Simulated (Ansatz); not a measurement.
Basis-set extrapolation for `[SiH3][SiH2][SiH2][SiH2][SiH2][SiH3]` (PBE0-D4/def2-TZVP geometry, frozen core, Ansatz). Multiplicity 1, RHF reference.

```
                       def2-TZVPP    def2-QZVPP
                 HF  -1741.794020  -1741.847002
    MP2 correlation     -0.766353     -0.821845
CCSD(T) correlation     -0.927172       not run
```

Energies in hartree. Use E(X) = E(∞) + A·exp(−7.88·√X) for Hartree–Fock and E(X) = E(∞) + B·X^(−2.97) for correlation, with X = 3 and 4, and add CCSD(T) minus MP2 of the smaller set to the MP2 limit.

Q: What is the CCSD(T) energy at the basis-set limit?

A: HF limit: -1741.847002 + (-0.052982) × 0.13774 = -1741.85430. MP2 limit: -0.821845 + (-0.055492) × 0.74074 = -0.86295. Higher-order term: -0.927172 − (-0.766353) = -0.16082. Total: -1742.87807 hartree, 98.4 kcal/mol below CCSD(T)/def2-TZVPP.
